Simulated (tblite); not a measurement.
C7H13 (doublet state).
SMILES with atom numbers: `[CH2:1][C@H:2]([CH3:3])[CH2:4][CH2:5][CH:6]=[CH2:7]` (hydrogens: H8, H9 on C1; H10 on C2; H11, H12, H13 on C3; H14, H15 on C4; H16, H17 on C5; H18 on C6; H19, H20 on C7)

Structure optimised with GFN2-xTB, isolated species. This method treats the open shell by occupation alone, without spin polarisation.

Some entries are withheld. Bonds in one row agree within 0.01 Å.

```tsv
coordinate	value
C1–C2	1.474 Å
C2–C3	?
C2–C4	?
C4–C5	1.531 Å
C5–C6	1.494 Å
C6=C7	?
C1–H8, C1–H9	1.073 Å
C2–H10	1.096 Å
C3–H11, C3–H12, C3–H13	1.087 Å
C4–H14	1.092 Å
C4–H15	1.092 Å
C5–H16	1.095 Å
C5–H17	1.092 Å
C6–H18	1.083 Å
C7–H19	1.077 Å
C7–H20	1.078 Å
C1–C2–C3	?
C1–C2–C4	111.1°
C3–C2–C4	109.1°
C2–C4–C5	?
C4–C5–C6	?
C5–C6–C7	124.5°
```

Q: Fill in the missing values.

A: 
- C2–C3 = 1.545 Å, drawn single (ends: carbon bonded to 3 C and H; carbon bonded to C and 3 H); 0.02 Å above the sum of covalent radii, 1.52 Å.
- C2–C4 = 1.538 Å, drawn single (ends: carbon bonded to 3 C and H; carbon bonded to 2 C and 2 H); 0.02 Å above the sum of covalent radii, 1.52 Å.
- C6=C7 = 1.320 Å, drawn double (ends: carbon bonded to 2 C and H; carbon bonded to C and 2 H); 0.14 Å below the sum of covalent radii, 1.46 Å.
- C1–C2–C3 = 110.4°, at the carbon bonded to 3 C and H; the outer atoms are 2.479 Å apart.
- C2–C4–C5 = 111.4°, at the carbon bonded to 2 C and 2 H; the outer atoms are 2.535 Å apart.
- C4–C5–C6 = 111.5°, at the carbon bonded to 2 C and 2 H; the outer atoms are 2.500 Å apart.

Radii are Cordero's, carbon taken as 0.76, 0.73 or 0.69 Å for four, three, and two or fewer neighbours.

Its GFN2-xTB frequencies are all real (lowest 58 cm⁻¹). Torsions: H–C1–C2–C3 74° and -98°, C1–C2–C4–C5 -63°, C2–C4–C5–C6 177°, C4–C5–C6–C7 118°. 3 starts were optimised and ended at 0.00, 0.01 and 0.42 kcal/mol (GFN2-xTB); the lowest of these is shown.

One conformer stands for the species.

The numbers are calculated, not measured.
